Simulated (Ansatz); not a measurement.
InCl (SMILES [Cl][In]): methods side by side

InCl has 2 atoms, charge 0, and is taken as a singlet. SMILES: `[Cl][In]`. The coordinates come from a PBE0-D4/def2-TZVP relaxation.

```tsv
atom	x (Å)	y (Å)	z (Å)
Cl	0.0000	0.0000	-0.0139
In	0.0000	0.0000	2.3996
```

Quantity: the energy change with the Cl1–In2 bond stretched from 2.414 to 3.579 Å, in eV. The values are calculated.

| level | kind | program | value (eV) | less CCSD(T)/STO-3G | CPU time (all runs) |
| --- | --- | --- | --- | --- | --- |
| HF/STO-3G (restricted) | Hartree–Fock | Ansatz | 3.45 | +0.07 | 0.64 s |
| SVWN5/STO-3G (restricted) | LDA | Ansatz | 3.44 | +0.06 | 1.3 s |
| PBE/STO-3G (restricted) | GGA | Ansatz | 3.16 | -0.22 | 1.8 s |
| revPBE/STO-3G (restricted) | GGA | Ansatz | 3.05 | -0.33 | 2 s |
| BHLYP/STO-3G (restricted) | global hybrid | Ansatz | 3.42 | +0.04 | 1.9 s |
| HSE06/STO-3G (restricted) | range-separated hybrid | Ansatz | 3.31 | -0.07 | 2.5 s |
| wB97M-V/STO-3G (restricted) | range-separated hybrid | Ansatz | 3.54 | +0.16 | 20 s |
| B2PLYP/STO-3G (restricted) | double hybrid | Ansatz | 3.32 | -0.06 | 2.9 s |
| MP2/STO-3G (restricted) | perturbation theory | Ansatz | 3.42 | +0.04 | 0.73 s |
| CCSD(T)/STO-3G (restricted) | coupled cluster or CI | Ansatz | 3.38 | 0.00 | 0.89 s |

Differences are taken from CCSD(T)/STO-3G (restricted) for orientation; it has basis-set and higher-order errors of its own. All-electron rows without a relativistic Hamiltonian named are non-relativistic. The first shape isn't each level's own minimum. The values span 3.05 to 3.54 eV. All rows use very small basis sets, so none should be taken for the real molecule's value. In the correlated wave-function rows the outer d shell of In is correlated, in sets not made for it. In so small a basis fixed costs decide the times, and correlated methods can beat functionals. Times are those of the runs behind each value, whatever else they computed, on shared processors of several kinds: orders of magnitude only.
